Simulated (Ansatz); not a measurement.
`C[B](Cl)[InH2]` + `[SiH3]N[SiH3]` → `[SiH3][N]([SiH3])[InH2]` + `CBCl` at 500 K and 1 bar (cleavage of the In–B bond).

Calculated with Ansatz (gas phase, PBE0-D4/def2-TZVP geometries, no zero-point term in ΔE). CCSD(T)/CBS adds triple-zeta CCSD(T) − MP2 to the extrapolated MP2 energy (def2 sets, frozen cores). This one scheme is used for every species. def2 core potentials past Kr. For In outer-core shells are correlated without core-valence functions, which leaves a few kJ/mol of doubt a bond.

```
                  species  CCSD(T)/CBS energy (Eh)  H − E (kJ/mol)  S (J/(mol·K))
         `C[B](Cl)[InH2]`               -715.45322           184.7          430.2
          `[SiH3]N[SiH3]`               -637.10515           216.0          394.7
`[SiH3][N]([SiH3])[InH2]`               -827.51128           236.5          481.7
                   `CBCl`               -525.07110           160.2          325.9
```

H − E and S are ideal-gas, rigid-rotor, harmonic terms from PBE0-D4/def2-TZVP, for one conformer and one mirror image of each species. 1 Eh = 2625.50 kJ/mol, R = 8.31446 J/(mol·K).

**Question.** By hand: ΔE, ΔH, ΔS and ΔG.

**Answer.** ΔE = (-827.51128) + (-525.07110) − (-715.45322) − (-637.10515) = -0.02401 Eh = -63.0 kJ/mol. Δ(H − E) = 236.5 + 160.2 − 184.7 − 216.0 = -4.0, so ΔH = -67.0 kJ/mol. ΔS = 481.7 + 325.9 − 430.2 − 394.7 = -17.3 J/(mol·K). ΔG = -67.0 − 500 × (-17.3)/1000 = -58.4 kJ/mol.

**Question.** By hand: the equilibrium constant, and the temperature at which ΔG would vanish if ΔH and ΔS stayed fixed.

**Answer.** log₁₀ K = −ΔG/(RT ln 10) = 6.1. ΔG = 0 at ΔH/ΔS = 3873 K, far beyond where these terms or the molecules hold.

ΔH outweighs TΔS. A doubt of 5 kJ/mol in ΔE shifts log₁₀ K by 0.5 here. Other conformers and mirror images would add mixing entropy, several J/(mol·K) or more a flexible species. Modes under 60 cm⁻¹, often nearly free rotors, make the harmonic entropy too high. These are equilibria of isolated gas molecules and say nothing of rates. Largest T1 diagnostic: 0.015 (customary marks: 0.02 for closed shells, 0.045 for open ones).
